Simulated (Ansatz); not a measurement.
H8N2O2Si2 can be A, `N[SiH2][Si](N)(O)O`, or B, `N[Si](N)(O)O[SiH3]`.

Gas-phase electronic energies from Ansatz, PBE0-D4/def2-TZVP geometries. CBS: MP2 limit from def2 TZ/QZ plus the TZ coupled-cluster correction, frozen cores. DFT in def2-TZVPP. B3LYP here is the variant with VWN-RPA as its local correlation; programs differ in this. One conformer a species, not always the lowest.

Question: Which is lower in electronic energy at CCSD(T)/CBS, and by how much? (Best estimate.)

Answer: The calculation gave: B, by 35.9 kcal/mol.

Question: Give E(B) − E(A) in kcal/mol with MP2/def2-TZVPP, PBE0-D4, ωB97M-V, HF/def2-TZVPP, CCSD(T)/def2-TZVPP, B2PLYP, B3LYP-D4. (An estimate is asked.)

Answer: Ansatz gave: MP2/def2-TZVPP -37.4, PBE0-D4 -31.9, ωB97M-V -36.6, HF/def2-TZVPP -43.0, CCSD(T)/def2-TZVPP -36.2, B2PLYP -36.5, B3LYP-D4 -35.4. None reverses the order clearly.

Largest T1 diagnostic: 0.012.

In def2-TZVPP, CCSD(T) changes the Hartree–Fock value by +6.8 kcal/mol (the triples alone add +1.0 kcal/mol) and MP2 by +5.6 kcal/mol. From PBE to PBE0 (25 % exact exchange), in def2-TZVPP and without D4, E(B) − E(A) moves by −3.1 kcal/mol.
